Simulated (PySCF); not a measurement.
## Telling isomers of C$_{8}$H$_{7}$N apart by NMR

- PBE0/pcSseg-1 with gauge-including orbitals
- coordinates at the GFN2-xTB level
- code: PySCF 2.14.0 with density-fitted response routines
- single conformer, no solvent, rapidly exchanging positions averaged, relativity neglected

Shifts are taken against calculated references (same method and geometry level): 1H (31.72 ppm) and 13C (186.93 ppm) against TMS. Where no couplings were computed, multiplicities follow the n + 1 count of equivalent neighbours, and m marks all less simple cases (inequivalent or close neighbours, rings, F or P nearby). Shifts are as computed. Against solution values, carbons near 30 ppm lie about +3 ppm off and those near 130 ppm about +5 ppm. Of 1211 compounds with measured shifts, 218 miss one by over three times the rms of a fit or turn the order of signals round; such compounds aren't used in these exercises. OH and NH positions are gas-phase values without hydrogen bonding to other molecules.

(1) Tabulate the signals of `CC#Cc1cccnc1`, `c1ccc2[nH]ccc2c1` and their relative energies.

(2) What is the quickest way to tell CC#Cc1cccnc1 from c1ccc2[nH]ccc2c1?

Results:

(1) 
| SMILES | carbon types | δC | δH | E rel. (kcal/mol) |
| --- | --- | --- | --- | --- |
| CC#Cc1cccnc1 | 3×C 4×CH 1×CH3 | 159.5, 153.5, 145.9, 127.6, 124.8, 100.3, 84.5, 5.9 | 9.00 (s, 1H), 8.82 (d, 1H), 7.94 (d, 1H), 7.35 (m, 1H), 2.32 (s, 3H) | 47.2 |
| c1ccc2[nH]ccc2c1 | 2×C 6×CH | 139.1, 132.6, 127.0, 126.8, 126.1, 125.0, 114.2, 108.1 | 8.03 (d, 1H), 7.61 (br s, 1H), 7.52 (m, 1H), 7.51 (m, 1H), 7.45 (m, 1H), 7.15 (m, 1H), 6.82 (m, 1H) | 0.0 |

Energies are electronic energies at PBE0/pcSseg-1 on these geometries, without zero-point or thermal terms, each for the one conformer computed, which needn't be the lowest.

(2) Both give the same number of carbon signals, but DEPT or the intensities differ. The first has a propargylic methyl carbon (CH3) at 5.9 ppm, the second an aromatic CH at 108.1 ppm. Their most deshielded carbons lie at 159.5 and 139.1 ppm. In the proton spectra the most deshielded non-exchanging signals are 9.00 (s, 1H) and 8.03 (d, 1H).
